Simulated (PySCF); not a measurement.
# Spin-rotation constants: `C([SiH2]OC(C)=O)(C)C`, C₅H₁₂O₂Si

Geometry:
```csv
atom,x (Å),y (Å),z (Å)
C1,3.449,-0.705,0.498
C2,2.500,-0.325,-0.604
O3,2.787,-0.250,-1.768
O4,1.276,-0.069,-0.161
Si5,0.068,0.355,-1.226
C6,-1.433,0.571,-0.079
C7,-2.648,1.007,-0.891
C8,-1.752,-0.703,0.703
H9,3.562,0.139,1.175
H10,3.034,-1.537,1.061
H11,4.414,-0.976,0.081
H12,-0.118,-0.736,-2.179
H13,0.440,1.600,-1.892
H14,-1.220,1.362,0.648
H15,-2.445,1.930,-1.428
H16,-2.909,0.244,-1.621
H17,-3.509,1.167,-0.244
H18,-2.595,-0.539,1.373
H19,-0.896,-1.012,1.298
H20,-2.011,-1.513,0.024
```

The calculation used GIAO B3LYP/pcSseg-1 magnetisability, rotational g tensor and spin-rotation constants, non-relativistic, gas phase (PySCF). Geometry: GFN2-xTB.

Problem. Give the nuclear spin-rotation constants along the inertial axes (H = +C I·J) beside the isotropic shieldings.

Solution. Rotational constants 3.8698, 0.8399, 0.7301 GHz. A star marks the isotopologue with that one atom substituted, in its own axes.
```tsv
atom	isotope	Caa (kHz)	Cbb (kHz)	Ccc (kHz)	mean (kHz)	σ (ppm)
H9	1H	-0.448	-0.084	0.019	-0.171	29.5
H10	1H	-0.421	-0.007	-0.053	-0.160	29.6
H11	1H	0.093	-0.091	-0.080	-0.026	30.0
H12	1H	-0.349	-0.071	0.029	-0.130	27.3
H13	1H	-0.334	-0.004	-0.028	-0.122	27.0
H14	1H	-0.406	-0.087	0.005	-0.163	30.7
H15	1H	-0.403	-0.026	-0.048	-0.159	30.7
H16	1H	-0.411	-0.090	0.003	-0.166	31.2
H17	1H	-0.049	-0.063	-0.081	-0.064	30.6
H18	1H	-0.063	-0.060	-0.080	-0.068	30.6
H19	1H	-0.081	-0.048	-0.082	-0.070	30.2
H20	1H	-0.445	-0.087	0.009	-0.174	31.1
C1	13C*	0.527	0.129	0.134	0.263	157.7
C2	13C*	2.154	0.288	0.198	0.880	3.9
O3	17O*	-2.267	-0.475	-0.118	-0.953	-138.6
O4	17O*	-0.655	-0.266	-0.124	-0.348	131.4
Si5	29Si*	-2.277	-0.539	-0.479	-1.099	353.5
C6	13C*	0.602	0.130	0.103	0.278	163.5
C7	13C*	0.571	0.119	0.114	0.268	164.1
```
For the geometry as given, no vibrational averaging.

Problem. How do the rotational constants and the g tensor change when H9, H10, H11, H12, H13, H14, H15, H16, H17, H18, H19, H20 are replaced by deuterium?

Solution. Constants 3.0282, 0.7190, 0.6257 GHz; g -0.0318, -0.0066, -0.0054, against -0.0403, -0.0077, -0.0062 before.
